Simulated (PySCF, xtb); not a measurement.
Ge(H)(SH) (GeH2S), SMILES [SH][GeH] (connectivity only; charge and spin as stated), neutral, multiplicity 1.

GFN2-xTB in xtb 6.7.1 at its own geometry gives an orbital gap of 3.18 eV and a dipole moment of 3.20 D.

The structure is a stationary point at PBE0-D3(BJ)/def2-TZVP.

**Question.** What does PySCF with PBE/def2-TZVPD give? (The exact figures need the calculation; the answer reports its results.)

**Answer.** gap 2.63 eV (levels -6.00 and -3.37 eV), dipole 0.90 D.
